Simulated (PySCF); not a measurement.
# Electron correlation in In (indium, neutral)

[Kr] 4d10 5s2 5p1, 2P determinant. All numbers are calculated (PySCF 2.14, a scalar-relativistic core potential, in aug-cc-pVDZ-PP with ECP28MDF (5s4p3d, 32 functions)). Frozen: 4s2 4p6 4d10; 3 electrons correlated.

```tsv
level	correlation energy (mhartree)
CCSD	-38.67
(T)	-0.48
CCSD(T)	-39.15
CCSDT	-39.38
FCI	-39.38
```

Diagnostics: T1 = 0.013, D1 = 0.0310, largest double amplitude 0.055, weight of the Hartree-Fock determinant in FCI 0.9420 (5819 determinants).

Cost of the coupled-cluster step: about 0.12 core-seconds, for 3 correlated electrons.

Iterations:

```
CC2 = 0
CCSD nocc = (np.int64(2), np.int64(1)), nmo = (23, 23)
frozen orbitals [[0, 1, 2, 3, 4, 5, 6, 7, 8], [0, 1, 2, 3, 4, 5, 6, 7, 8]]
max_cycle = 100
direct = 0
conv_tol = 1e-08
conv_tol_normt = 1e-06
diis_space = 8
diis_start_cycle = 0
Init t2, MP2 energy = -0.0257042718131005
Init E_corr(UCCSD) = -0.0257042718146994
cycle = 1  E_corr(UCCSD) = -0.033928924151042  dE = -0.00822465234  norm(t1,t2) = 0.0557274
cycle = 2  E_corr(UCCSD) = -0.0367540631413608  dE = -0.00282513899  norm(t1,t2) = 0.0233854
cycle = 3  E_corr(UCCSD) = -0.0386710037904598  dE = -0.00191694065  norm(t1,t2) = 0.0108391
cycle = 4  E_corr(UCCSD) = -0.0386506425748845  dE = 2.03612156e-05  norm(t1,t2) = 0.00171129
cycle = 5  E_corr(UCCSD) = -0.0386708110391917  dE = -2.01684643e-05  norm(t1,t2) = 0.000274958
cycle = 6  E_corr(UCCSD) = -0.0386629583100236  dE = 7.85272917e-06  norm(t1,t2) = 6.1558e-05
cycle = 7  E_corr(UCCSD) = -0.0386668275294966  dE = -3.86921947e-06  norm(t1,t2) = 1.91512e-05
cycle = 8  E_corr(UCCSD) = -0.0386657913594228  dE = 1.03617007e-06  norm(t1,t2) = 5.50953e-06
cycle = 9  E_corr(UCCSD) = -0.0386658750725284  dE = -8.37131056e-08  norm(t1,t2) = 8.56754e-07
cycle = 10  E_corr(UCCSD) = -0.0386658738357549  dE = 1.23677354e-09  norm(t1,t2) = 1.74608e-07
UCCSD converged
E(UCCSD) = -189.2442476043085  E_corr = -0.03866587383575486
UCCSD(T) correction = -0.000480577299875653
```
